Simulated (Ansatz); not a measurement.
Geometry optimisation, Ansatz, RKS PBE-D4/def2-SVP.

The input (input.yaml):

```yaml
crystal:
  periodic: [false, false, false]
  atoms:
    - { symbol: B, position_ang: [-0.117595, 0.581124, -0.1106] }
    - { symbol: F, position_ang: [-0.17874, -0.463019, 2.186494] }
    - { symbol: F, position_ang: [1.035565, -0.058801, -0.354853] }
    - { symbol: O, position_ang: [-1.322367, 0.088413, -0.471637] }
    - { symbol: H, position_ang: [-1.249076, -0.826218, -0.802335] }
    - { symbol: S, position_ang: [-0.090622, 2.318129, 0.593312] }
    - { symbol: H, position_ang: [1.263515, 2.332609, 0.734858] }
    - { symbol: H, position_ang: [-0.35018, 0.438464, 2.360261] }
basis:
  gaussian: { orbitals: def2-SVP }
hamiltonian:
  xc: pbe
  dispersion: d4
relax:
  f_tol: 0.03
  max_steps: 50
```

Command:

```bash
$ ansatz run input.yaml --threads 2 --pin off --max-ram 3072MiB --backend cpu --events-out ev --progress --plain --runs-dir out
```

Q: Where does it end, and by what steps?

A: The run converged. After 7 steps the energy has fallen by 0.065 eV; H8 moved furthest, 0.21 Å.

```
step  energy less start (eV)  largest force component (eV/Å)  accepted
   0                  0.0000                           0.582       yes
   1                 -0.0386                           1.103       yes
   2                 -0.0171                           0.693        no
   3                 -0.0562                           0.528       yes
   4                 -0.0484                           0.470        no
   5                 -0.0634                           0.145       yes
   6                 -0.0650                           0.042       yes
   7                 -0.0651                           0.016       yes
```

```xyz
8
Properties=species:S:1:pos:R:3
B -0.127 0.562 -0.140
F -0.176 -0.372 2.372
F 1.031 -0.046 -0.434
O -1.330 0.069 -0.510
H -1.259 -0.825 -0.893
S -0.124 2.203 0.709
H 1.233 2.257 0.809
H -0.258 0.563 2.223
```

Whether the end is a true minimum wasn't checked by a vibrational analysis.

Time of the run: 13 s on 2 threads of Arm Neoverse V1, on a shared host, peak memory 0.14 GiB.
